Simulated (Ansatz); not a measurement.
C2H10AsBO, 15 atoms. Charge 0, multiplicity 1. Correlated methods include outer-core shells of As, which these sets cover unevenly. Scalar relativity is left out up to krypton. The bonds changed during the relaxation, so this is another structure than the one it started from. All runs use 4 threads of an Arm Neoverse V1 on a shared host. Correlated methods freeze the cores.

Give the basis size and wall time and peak host memory of each of these runs in Ansatz. RHF-CCSD(T)/def2-SVP energy; RHF-MP2/def2-QZVPP energy; RKS CAM-B3LYP-D4/def2-TZVPP energy; RHF-MP2/def2-TZVPP energy; RKS PBE0-D4/def2-SVP energy; RKS ωB97M-V/def2-QZVPP energy; RKS PBE0-D4/def2-TZVP frequencies; RKS LC-ωPBE/def2-TZVPP energy; RKS PBE0-D4/def2-QZVPP energy; RKS SPW92 (LDA)/def2-TZVPP energy; RKS PBE0-D4/def2-TZVP relaxation (19 steps); direct RPA on PBE orbitals/def2-TZVPP energy. (Best estimate.)

Ansatz gave: Other jobs shared the machine, so times are rough.

```json
{"level": "RKS PBE0-D4/def2-SVP", "job": "energy", "functions": "138", "wall time": "2 s", "peak host memory (GiB)": "0.6"}
{"level": "RKS SPW92 (LDA)/def2-TZVPP", "job": "energy", "functions": "312", "wall time": "2.1 s", "peak host memory (GiB)": "0.45"}
{"level": "RKS LC-ωPBE/def2-TZVPP", "job": "energy", "functions": "312", "wall time": "4.4 s", "peak host memory (GiB)": "0.69"}
{"level": "RKS CAM-B3LYP-D4/def2-TZVPP", "job": "energy", "functions": "312", "wall time": "6.5 s", "peak host memory (GiB)": "1.1"}
{"level": "RHF-MP2/def2-TZVPP", "job": "energy", "functions": "312", "wall time": "7.5 s", "peak host memory (GiB)": "0.93"}
{"level": "direct RPA on PBE orbitals/def2-TZVPP", "job": "energy", "functions": "312", "wall time": "11 s", "peak host memory (GiB)": "0.94"}
{"level": "RKS PBE0-D4/def2-QZVPP", "job": "energy", "functions": "617", "wall time": "17 s", "peak host memory (GiB)": "2.9"}
{"level": "RHF-CCSD(T)/def2-SVP", "job": "energy", "functions": "138", "wall time": "25 s", "peak host memory (GiB)": "1.1"}
{"level": "RKS ωB97M-V/def2-QZVPP", "job": "energy", "functions": "617", "wall time": "38 s", "peak host memory (GiB)": "3.1"}
{"level": "RHF-MP2/def2-QZVPP", "job": "energy", "functions": "617", "wall time": "56 s", "peak host memory (GiB)": "5.2"}
{"level": "RKS PBE0-D4/def2-TZVP", "job": "relaxation (19 steps)", "functions": "232", "wall time": "110 s", "peak host memory (GiB)": "0.74"}
{"level": "RKS PBE0-D4/def2-TZVP", "job": "frequencies", "functions": "232", "wall time": "6.1 min", "peak host memory (GiB)": "0.75"}
```

LC-ωPBE has ω = 0.4 bohr⁻¹.
